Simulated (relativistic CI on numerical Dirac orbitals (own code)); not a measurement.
# Sm4+: 4f valence photoemission

Computed with this model: Dirac-Coulomb-Breit CI, separate exchange-only KLI orbitals for each configuration, model QED (radiative potential, 1s self-energy scaled to tabulated hydrogen-like ionisation energies), valence Slater integrals scaled by 0.8, multiplet model of photoemission in the sudden approximation; configurations [Xe] 4f4 → [Xe] 4f3; 300 K; Lorentzian 0.1 eV and Gaussian 0.3 eV FWHM. Energies are those of the free ion, without screening or charge transfer. The energies are binding energies and can lie tens of eV above those of solids. S is read from ⟨S²⟩ = S(S + 1).

Field parameters in Wybourne normalisation. The field is a parameter set, without covalency.

Computed curve for free ion, scaled to 100 at the maximum (points under 2 are left out and the grid is thinned):

```
Energy (eV)  Intensity
       60.0        2.1
       60.1        3.1
       60.2        5.2
       60.3       11.3
       60.4       28.7
       60.5       63.2
       60.6       98.3
       60.7      100.0
       60.8       70.2
       60.9       44.3
       61.0       33.9
       61.1       26.1
       61.2       15.8
       61.3        8.3
       61.4        4.9
       61.5        3.3
       61.6        2.2
       62.2        2.3
       62.3        4.7
       62.4       10.2
       62.5       17.8
       62.6       21.9
       62.7       19.5
       62.8       14.1
       62.9        9.1
       63.0        5.5
       63.1        4.2
       63.2        5.8
       63.3       12.4
       63.4       25.2
       63.5       37.3
       63.6       37.2
       63.7       26.8
       63.8       17.6
       63.9       12.5
       64.0        8.3
       64.1        4.7
       64.2        2.5
```

The ground state has S = 1.97, and the centroid lies at 61.66 eV.
